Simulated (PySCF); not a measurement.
Species: CH5NOSi2.
Numbering: `[C-:1]#[N+:2][SiH2:3][SiH2:4][OH:5]` (hydrogens: H6, H7 on Si3; H8, H9 on Si4; H10 on O5)

Geometry (PBE0-D3(BJ)/def2-SVP, Å), atoms numbered from 1 in this order:
```
atom  x, y, z in Å
C1     2.580   -2.435   -0.767
N2     2.083   -1.511   -0.230
Si3    1.255   -0.137    0.499
Si4   -0.709    0.153   -0.741
O5    -1.473    1.454   -0.029
H6     1.002   -0.482    1.926
H7     2.179    1.028    0.417
H8    -0.363    0.406   -2.175
H9    -1.529   -1.098   -0.677
H10   -2.308    1.743   -0.407
```

Method: PySCF, PBE0-D3(BJ)/def2-SVP geometry optimisation, gas phase.

Take the most abundant isotopes and a rigid rotor. The values belong to one conformer with, in the numbering `[C-:1]#[N+:2][SiH2:3][SiH2:4][OH:5]`, N2–Si3–Si4–O5 180°, Si3–Si4–O5–H 179°.

(1) What are A, B and C (cm⁻¹)?

(2) What kind of rotor is it?

(3) Is it planar, by Δ = Ic − Ia − Ib?

(4) List the rotational levels J(Ka,Kc) to J = 2 (cm⁻¹).

(5) Predict some low-J microwave lines.

(6) Estimate the classical rotational partition function at 10 K, 200 K and 298.15 K.

Results:

(1) Ia = 59.38, Ib = 341.63, Ic = 389.11 u·Å²; 505379 MHz·u·Å²/I gives 8511, 1479 and 1299 MHz, that is A = 0.28388, B = 0.04935, C = 0.04332 cm⁻¹.

(2) A near-prolate asymmetric top; Ray's κ = -0.950.

(3) Not planar: Δ = Ic − Ia − Ib = -11.90 u·Å². For a rigid frame Δ = −2 Σ m c², so Σ m c² = 5.95 u·Å² lies off the ab plane, practically all of it from hydrogen. The atom farthest from that plane is 1.22 Å away.

(4) Above 0(0,0):
J = 1: 1(0,1) 0.0927, 1(1,1) 0.3272, 1(1,0) 0.3332
J = 2: 2(0,2) 0.2779, 2(1,2) 0.5065, 2(1,1) 0.5246, 2(2,1) 1.2282, 2(2,0) 1.2283

(5) The dipole components are |μa| = 4.02 D, |μb| = 0.52 D, |μc| = 0.00 D; the mirror of this Cs structure is the ab plane, so μc vanishes by symmetry (the 0.02 D computed is a residue) and there are no c-type lines. Intensities carry the squares of the components, which stand as 1.00 : 0.02 (a : b). Some of the stronger lines:

```csv
type,branch,"J(Ka,Kc)",MHz,lower level (cm⁻¹)
a,Q,"2(1,1) ← 2(1,2)",542,0.507
a,Q,"3(1,2) ← 3(1,3)",1083,0.775
a,Q,"4(1,3) ← 4(1,4)",1805,1.134
a,R,"1(0,1) ← 0(0,0)",2778,0.000
a,R,"2(1,2) ← 1(1,1)",5376,0.327
a,R,"2(0,2) ← 1(0,1)",5553,0.093
a,R,"2(1,1) ← 1(1,0)",5737,0.333
b,Q,"1(1,0) ← 1(0,1)",7212,0.093
b,Q,"3(1,2) ← 3(0,3)",7678,0.555
a,R,"3(1,3) ← 2(1,2)",8062,0.507
a,R,"3(0,3) ← 2(0,2)",8321,0.278
a,R,"3(2,2) ← 2(2,1)",8334,1.228
a,R,"3(2,1) ← 2(2,0)",8348,1.228
a,R,"3(1,2) ← 2(1,1)",8603,0.525
b,R,"1(1,1) ← 0(0,0)",9809,0.000
a,R,"4(1,4) ← 3(1,3)",10745,0.775
a,R,"4(0,4) ← 3(0,3)",11078,0.555
a,R,"4(2,3) ← 3(2,2)",11110,1.506
a,R,"4(3,2) ← 3(3,1)",11119,2.694
a,R,"4(3,1) ← 3(3,0)",11120,2.694
a,R,"4(2,2) ← 3(2,1)",11144,1.507
a,R,"4(1,3) ← 3(1,2)",11467,0.812
b,Q,"2(2,1) ← 2(1,2)",21635,0.507
b,Q,"4(3,1) ← 4(2,2)",35568,1.879
b,R,"4(4,1) ← 3(3,0)",60964,2.694
```

(6) Point group Cs, symmetry number σ = 1; q = (√π/σ)·√((kT/h)³/(ABC)), k/h = 20836.6 MHz/K: 1320 at 10 K, 118000 at 200 K, 215000 at 298.15 K.

Whether it is a minimum is left open (no frequencies). These are rigid-rotor constants of the computed structure; measured ground-state constants (B0) also hold zero-point vibration. Quadrupole hyperfine structure (14N) is left out.

On an AMD EPYC 7R43 with one thread, on a shared host, this took 53 s wall and 0.47 GiB of memory at its peak. That covers the optimisation of the geometry.
